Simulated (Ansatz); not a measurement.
Reaction (SMILES): FC(F)CC(F)(F)F [1,1,1,3,3-pentafluoropropane] -> FC(F)[CH]C(F)(F)F + H atom (the C-H bond at the site shown breaks; other sites are not compared here)
Structures are relaxed separately at B3LYP-D3(BJ)/def2-TZVP in Ansatz (a program for electronic structure), one conformer each, not searched for the lowest. Frequencies are from Ansatz.

Wanted: bond dissociation energy (enthalpy at 298 K, with B3LYP-D3(BJ) rigid-rotor harmonic-oscillator terms), in kcal/mol. Cores are frozen in the correlated levels unless marked. UHF or UKS for open shells. No spin-orbit coupling. No relativistic terms. CBS marks a two-point X^-3 extrapolation of the correlation energy; Hartree-Fock from the larger set. The bracket is a focal-point correction in the basis named.

| level | program | bond dissociation energy (kcal/mol) |
|---|---|---|
| PBE/def2-TZVPD | Ansatz | ? |
| revPBE-D3(BJ)/def2-TZVPD | Ansatz + dftd3 | 97.5 |
| B97M-V/def2-TZVPD | Ansatz | 101.8 |
| PBE0/STO-3G | Ansatz | 124.8 |
| PBE0/def2-TZVP | Ansatz | ? |
| PBE0/def2-QZVPP | Ansatz | ? |
| BHLYP-D3(BJ)/def2-TZVPD | Ansatz + dftd3 | ? |
| r2SCANh/def2-TZVPD | Ansatz | 99.0 |
| r2SCAN0-D4/def2-TZVPD | Ansatz + dftd4 | 99.5 |
| wB97X-V/def2-TZVPD | Ansatz | 104.1 |
| B2GP-PLYP-D3(BJ)/def2-TZVPD | Ansatz + dftd3 | 102.6 |
| B2PLYP-D3(BJ)/def2-TZVPD | Ansatz + dftd3 | 102.3 |
| SCS-MP2/6-31G* | Ansatz | 98.6 |
| SCS-MP2/cc-pVDZ | Ansatz | 102.3 |
| CCSD/STO-3G | Ansatz | 115.4 |
| CCSD/cc-pVTZ | Ansatz | 103.9 |
| RI-MP2/CBS(cc-pVTZ,cc-pVQZ)+[CCSD(T)-MP2]/cc-pVTZ | Ansatz | 106.2 |

Task: What belongs in the gaps?

Result: 
- PBE/def2-TZVPD, bond dissociation energy (kcal/mol): 98.7
- PBE0/def2-TZVP, bond dissociation energy (kcal/mol): 100.0
- PBE0/def2-QZVPP, bond dissociation energy (kcal/mol): 100.1
- BHLYP-D3(BJ)/def2-TZVPD, bond dissociation energy (kcal/mol): 101.7
